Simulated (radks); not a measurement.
The numbers below are computed, except where a source is named.
The potassium anion K- inside a hard spherical wall (all orbitals vanish at R), configuration held at [Ar] 4s2 and not refilled when levels cross. Level of theory: scalar-relativistic Kohn-Sham, LDA (Slater exchange, VWN5 correlation), spin-polarised, spherical densities, point nucleus (a radial shooting solver on a logarithmic mesh with Libxc functionals). Eigenvalues in eV for spin up, with the zero of energy where the potential of the charges vanishes at infinity; a dash marks a level that is unbound or too diffuse for the functional's potential to be trusted. A positive occupied level is held by the wall or, in an anion where self-interaction has pushed it up, behind a barrier. The pressure on the wall is -dE/dV.

R (bohr) = 15: E (hartree) -600.58841; kinetic (hartree) 603.788; e(2p) -275.62; e(3s) -30.786; e(3p) -14.451; e(4s) 1.002; e(4p, empty) 2.055; e(3d, empty) 2.958; pressure (GPa) 0.0145
R (bohr) = 10: E (hartree) -600.56223; kinetic (hartree) 603.876; e(2p) -274.22; e(3s) -29.407; e(3p) -13.087; e(4s) 2.030; e(4p, empty) 3.619; e(3d, empty) 4.987; pressure (GPa) 0.325
R (bohr) = 8: E (hartree) -600.51239; kinetic (hartree) 604.017; e(2p) -272.81; e(3s) -28.033; e(3p) -11.738; e(4s) 3.356; e(4p, empty) 5.509; e(3d, empty) 6.819; pressure (GPa) 1.52
R (bohr) = 7: E (hartree) -600.45492; kinetic (hartree) 604.169; e(2p) -271.71; e(3s) -26.986; e(3p) -10.717; e(4s) 4.635; e(4p, empty) 7.287; e(3d, empty) 8.224; pressure (GPa) 3.71
R (bohr) = 6: E (hartree) -600.34267; kinetic (hartree) 604.458; e(2p) -270.14; e(3s) -25.540; e(3p) -9.317; e(4s) 6.850; e(4p, empty) 10.294; e(3d, empty) 10.194; pressure (GPa) 10.3
R (bohr) = 5: E (hartree) -600.09696; kinetic (hartree) 605.109; e(2p) -267.60; e(3s) -23.347; e(3p) -7.208; e(4s) 11.171; e(4p, empty) 15.939; e(3d, empty) 13.196; pressure (GPa) 34.7
R (bohr) = 3.5: E (hartree) -598.68301; kinetic (hartree) 609.189; e(2p) -256.87; e(3s) -15.544; e(3p) 0.546; e(4s) 31.912; e(4p, empty) 40.571; e(3d, empty) 23.638; pressure (GPa) 402
R (bohr) = 3: E (hartree) -597.12447; kinetic (hartree) 613.727; e(2p) -247.29; e(3s) -9.229; e(3p) 7.196; e(4s) 51.530; e(4p, empty) 62.103; e(3d, empty) 31.999; pressure (GPa) 1170
R (bohr) = 1.5: E (hartree) -555.82606; kinetic (hartree) 711.364; e(2p) -130.79; e(3s) 102.71; e(3p) 125.57; e(4s) 403.66; e(4p, empty) 405.66; e(3d, empty) 149.33; pressure (GPa) 106000
